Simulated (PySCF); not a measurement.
Simulation results for CH4Al

All values are calculated (PySCF 2.14.0). Calculation on a computer-drawn molecule: vertical ionisation energy to the stated ion spin, frozen-core CCSD(T) at the basis limit and cheaper methods, single-reference cases, UHF for radicals, no spin-orbit; all values are single points at the evaluated structure, the first of each entry, which is the reference or a displaced copy of it and isn't optimised; the reference structure only sets the zero of the energies above reference; triples share is (T) over the correlation energy.

Common to all runs: charge 0; multiplicity 2; ion multiplicity 1; diffuse functions no; basis cc-pV(n+d)Z; reference is the Hartree-Fock double-zeta minimum; best is HF at quadruple zeta + MP2 correlation extrapolated from triple and quadruple zeta + CCSD(T) minus MP2 at triple zeta; basis step is the size of the change from the same recipe one zeta lower.

(1) CH4Al

Evaluated structure:
```xyz
6
CH4Al
C     -0.1791     1.4551     0.5809
Al     1.2231     0.0976     0.9478
H     -1.1263     1.0192     0.9031
H     -0.0332     2.3448     1.1350
H     -0.1758     1.6780    -0.4767
H      1.1357    -1.2843     0.1725
```

Reference structure:
```xyz
6
CH4Al
C     -0.1721     1.4275     0.5969
Al     1.2482     0.0948     0.9385
H     -1.1488     1.0119     0.8763
H     -0.0379     2.3684     1.1365
H     -0.2218     1.6546    -0.4757
H      1.1427    -1.3156     0.1951
```

It finds ionisation energy best 7.372 eV; ionisation energy basis step 0.01823 eV; energy above reference best 0.8815 kcal/mol; energy above reference basis step 0.03193 kcal/mol; total energy HF triple zeta -282.0981 hartree; total energy CCSD(T) triple zeta -282.3799 hartree; total energy best -282.4117 hartree; T1 diagnostic at triple zeta 0.01244; D1 diagnostic at triple zeta 0.03328; spin squared at triple zeta 0.7544; ion T1 diagnostic at triple zeta 0.01223; ion D1 diagnostic at triple zeta 0.02762; triples share at triple zeta 0.03302; basis functions triple zeta 125; dipole magnitude HF at triple zeta 0.5827 debye; dipole magnitude CCSD unrelaxed at triple zeta 0.5699 debye; dipole magnitude PBE at triple zeta 0.6907 debye; dipole magnitude r2SCAN at triple zeta 0.6754 debye; dipole magnitude B3LYP at triple zeta 0.6257 debye; dipole magnitude wB97X at triple zeta 0.641 debye.

Drawn bonds:
```tsv
atom	other atom	order
1	2	1
1	3	1
1	4	1
1	5	1
2	6	1
```

Triple zeta:
```tsv
method	ionisation energy (eV)	energy above reference (kcal/mol)
HF	7.159	0.7002
PBE	7.34	1.187
r2SCAN	7.489	0.9533
B3LYP	7.425	0.8506
wB97X	7.343	0.8654
MP2	7.307	0.8093
CCSD	7.333	0.9
CCSD(T)	7.336	0.9498
```

(2) CH4Al

Evaluated structure:
```xyz
6
CH4Al
C     -0.1791     1.4551     0.5809
Al     1.2231     0.0976     0.9478
H     -1.1263     1.0192     0.9031
H     -0.0234     2.4045     1.1722
H     -0.1758     1.6780    -0.4767
H      1.1357    -1.2843     0.1725
```

Reference structure:
```xyz
6
CH4Al
C     -0.1721     1.4275     0.5969
Al     1.2482     0.0948     0.9385
H     -1.1488     1.0119     0.8763
H     -0.0379     2.3684     1.1365
H     -0.2218     1.6546    -0.4757
H      1.1427    -1.3156     0.1951
```

Drawn bonds:
```tsv
atom	other atom	order
1	2	1
1	3	1
1	4	1
1	5	1
2	6	1
```

Q: Give the missing ion D1 diagnostic at triple zeta for CH4Al (entry 2).
A: 0.02808

Q: Estimate the ionisation energy best of CH4Al (entry 2).
A: 7.37 eV

Q: Give the table of triple zeta values for CH4Al (entry 2).
A: 
Triple zeta:
```tsv
method	ionisation energy (eV)	energy above reference (kcal/mol)
HF	7.163	1.229
PBE	7.338	0.938
r2SCAN	7.487	1.091
B3LYP	7.425	1.025
wB97X	7.342	1.066
MP2	7.304	1.091
CCSD	7.333	1.077
CCSD(T)	7.335	1.037
```

Further results for CH4Al (entry 2):

```
ionisation energy basis step                   : 0.0182 eV
energy above reference best                    : 1.049 kcal/mol
energy above reference basis step              : 0.01301 kcal/mol
total energy HF triple zeta                    : -282.0973 hartree
total energy CCSD(T) triple zeta               : -282.3797 hartree
total energy best                              : -282.4114 hartree
T1 diagnostic at triple zeta                   : 0.01258
D1 diagnostic at triple zeta                   : 0.03369
spin squared at triple zeta                    : 0.7543
ion T1 diagnostic at triple zeta               : 0.01237
triples share at triple zeta                   : 0.03344
basis functions triple zeta                    : 125
dipole magnitude HF at triple zeta             : 0.5312 debye
dipole magnitude CCSD unrelaxed at triple zeta : 0.5363 debye
dipole magnitude PBE at triple zeta            : 0.6646 debye
dipole magnitude r2SCAN at triple zeta         : 0.6427 debye
dipole magnitude B3LYP at triple zeta          : 0.5894 debye
dipole magnitude wB97X at triple zeta          : 0.6078 debye
```
